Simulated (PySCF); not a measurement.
A calculated (UHF, PySCF 2.14, aug-cc-pwCVTZ-DK3, the spin-free X2C one-electron Hamiltonian (Gaussian nucleus)) atom or ion has these occupied shells.

```
shell  electrons  orbital energy (eV)  rms radius, mean of both spins (bohr)
 1s α          1             -88467.0                                 0.0181
 1s β          1             -88467.0                                 0.0181
 2s β          1             -15987.8                                 0.0730
 2s α          1             -15987.8                                 0.0730
 2p α          3             -13785.4                                 0.0673
 2p β          3             -13785.4                                 0.0673
 3s α          1              -3916.5                                  0.186
 3s β          1              -3916.5                                  0.186
 3p α          3              -3271.9                                  0.189
 3p β          3              -3271.9                                  0.189
 3d α          5              -2579.0                                  0.173
 3d β          5              -2579.0                                  0.173
 4s α          1              -932.05                                  0.408
 4s β          1              -932.02                                  0.408
 4p α          3              -716.13                                  0.435
 4p β          3              -716.08                                  0.435
 4d α          5              -454.21                                  0.462
 4d β          5              -454.20                                  0.462
 5s α          1              -174.88                                  0.915
 5s β          1              -174.80                                  0.915
 4f α          7              -166.45                                  0.494
 4f β          7              -166.44                                  0.494
 5p α          3              -112.31                                   1.04
 5p β          3              -112.24                                   1.04
 5d α          5              -37.084                                   1.39
 5d β          5              -36.966                                   1.39
 6s α          1              -23.238                                   2.46
 6s β          1              -21.393                                   2.46
 6p α          1              -13.512                                   3.23
```

Question: Name the element and its charge.

Answer: Pb⁺ (lead, charge +1), in [Xe] 4f14 5d10 6s2 6p1, 2P determinant.
